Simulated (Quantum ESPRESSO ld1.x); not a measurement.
Task: Tm4+, configuration [Kr] 4d10 4f11 5s1 5p6 5d1 (not the ground configuration). Method: Dirac Kohn-Sham, OLYP, spin-unpolarised, spherical densities, point nucleus; open shells fill j = l - 1/2 first; computed with ld1.x of Quantum ESPRESSO 7.5. Some entries of the table are withheld. Estimate them.

| orbital | occ. | eigenvalue (Ry) | <r> (bohr) |
|---|---|---|---|
| 1s1/2 | 2 | -4356.55 | 0.02001 |
| 2s1/2 | 2 | -738.690 | 0.08429 |
| 2p1/2 | 2 | -704.270 | (1) |
| 2p3/2 | 4 | -632.244 | (2) |
| 3s1/2 | 2 | -169.582 | 0.2205 |
| 3p1/2 | 2 | -154.453 | 0.2102 |
| 3p3/2 | 4 | -139.238 | 0.2241 |
| 3d3/2 | 4 | -113.480 | 0.1972 |
| 3d5/2 | 6 | -110.151 | 0.2015 |
| 4s1/2 | 2 | -36.9840 | (3) |
| 4p1/2 | 2 | -30.8949 | 0.5047 |
| 4p3/2 | 4 | -27.4349 | 0.5361 |
| 4d3/2 | 4 | -17.4147 | 0.5607 |
| 4d5/2 | 6 | -16.7798 | 0.5716 |
| 5s1/2 | 1 | -7.68975 | 1.173 |
| 5p1/2 | 2 | -5.90913 | 1.285 |
| 5p3/2 | 4 | -5.38682 | 1.369 |
| 4f5/2 | 6 | -4.54979 | 0.6972 |
| 4f7/2 | 5 | -4.44885 | 0.7067 |
| 5d3/2 | 1 | -2.98072 | 1.800 |
| 5d5/2 | 0 | -2.92296 | 1.835 |
| 6s1/2 | 0 | -2.59025 | 2.713 |
| 6p1/2 | 0 | -2.14160 | (4) |
| 6p3/2 | 0 | -2.04659 | (5) |

Result: 
(1) 2p1/2 <r> (bohr): 0.07008
(2) 2p3/2 <r> (bohr): 0.07746
(3) 4s1/2 <r> (bohr): 0.4966
(4) 6p1/2 <r> (bohr): 3.044
(5) 6p3/2 <r> (bohr): 3.173
